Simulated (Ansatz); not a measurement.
Reaction (cleavage of the Ge–Si bond): `[NH2][GeH2][Si](N)(O)O` + `N[SiH](O)F` → `[NH2][GeH2][O][SiH](N)F` + `N[SiH](O)O`

Program: Ansatz. Geometries: PBE0-D4/def2-TZVP. ΔE: electronic, gas phase. CBS: MP2 limit from def2 TZ/QZ plus the TZ coupled-cluster correction, frozen cores. This one scheme is used for every species. DFT in def2-TZVPP. B3LYP here is the variant with VWN-RPA as its local correlation; programs differ in this. For Ge outer-core shells are correlated without core-valence functions, which leaves a few kJ/mol of doubt a bond. Scalar relativity is left out up to krypton. Each species was taken in one conformer, which may not be the lowest.

`[NH2][GeH2][Si](N)(O)O`:

```xyz
14

N     1.196   -0.501   -2.118
Ge    0.910    0.784   -0.814
Si   -0.729   -0.168    0.635
N    -0.375    0.342    2.220
O    -0.680   -1.805    0.476
O    -2.275    0.222    0.226
H     1.891   -0.246   -2.806
H     1.458   -1.395   -1.722
H     2.205    1.182   -0.047
H     0.445    2.050   -1.561
H    -0.926    0.025    3.004
H     0.577    0.528    2.488
H    -1.187   -2.168   -0.253
H    -2.511    1.150    0.271
```

`N[SiH](O)F`:

```xyz
8

N     0.184    0.130   -1.165
Si    0.107   -0.354    0.462
O    -0.398    0.874    1.405
F    -0.910   -1.583    0.461
H     0.078   -0.544   -1.905
H     0.737    0.920   -1.454
H     1.347   -0.827    1.105
H    -1.146    1.385    1.090
```

`[NH2][GeH2][O][SiH](N)F`:

Cartesian coordinates in Å:
```
N 0.948 1.912 0.040
Ge -0.242 1.276 -1.179
O -1.256 -0.065 -0.533
Si -0.892 -1.144 0.608
N 0.712 -1.701 0.392
F -0.886 -0.500 2.071
H 1.589 1.207 0.381
H 0.532 2.384 0.831
H 0.529 0.688 -2.367
H -1.236 2.379 -1.548
H -1.960 -2.163 0.616
H 0.974 -2.135 -0.479
H 1.188 -2.138 1.166
```

`N[SiH](O)O`:

Cartesian coordinates in Å:
```
N 0.116 -0.209 -1.235
Si 0.240 0.353 0.380
O 0.759 -0.908 1.291
O -1.219 0.982 0.785
H -0.309 0.378 -1.935
H 0.868 -0.750 -1.633
H 1.199 1.434 0.673
H 0.341 -1.757 1.138
H -1.995 0.477 0.536
```

(1) Is it downhill or uphill in electronic energy at CCSD(T)/CBS, and by how much? (An estimate is asked.)

(2) What do these levels give: PBE-D4, r2SCAN-D4, ωB97X-V, PBE, PBE0, B3LYP, HF/def2-TZVPP, CCSD(T)/def2-TZVPP, MP2/def2-QZVPP, SCS-MP2/def2-QZVPP, MP2/CBS(def2), CCSD/CBS(def2)? (Best estimate.)

Largest T1 diagnostic among the species: 0.012.

Results:

(1) The calculation gave: Downhill: ΔE = -14.4 kcal/mol.

(2) Ansatz gave: PBE-D4 -9.8, r2SCAN-D4 -13.4, ωB97X-V -14.9, PBE -9.7, PBE0 -11.3, B3LYP -13.7, HF/def2-TZVPP -20.1, CCSD(T)/def2-TZVPP -15.7, MP2/def2-QZVPP -15.8, SCS-MP2/def2-QZVPP -17.1, MP2/CBS(def2) -15.2, CCSD/CBS(def2) -14.7 kcal/mol.

From PBE to PBE0 (25 % exact exchange), in def2-TZVPP and without D4, ΔE moves by −1.5 kcal/mol. In def2-TZVPP, CCSD(T) changes the Hartree–Fock value by +4.4 kcal/mol (the triples alone add +0.3 kcal/mol) and MP2 by +3.7 kcal/mol.
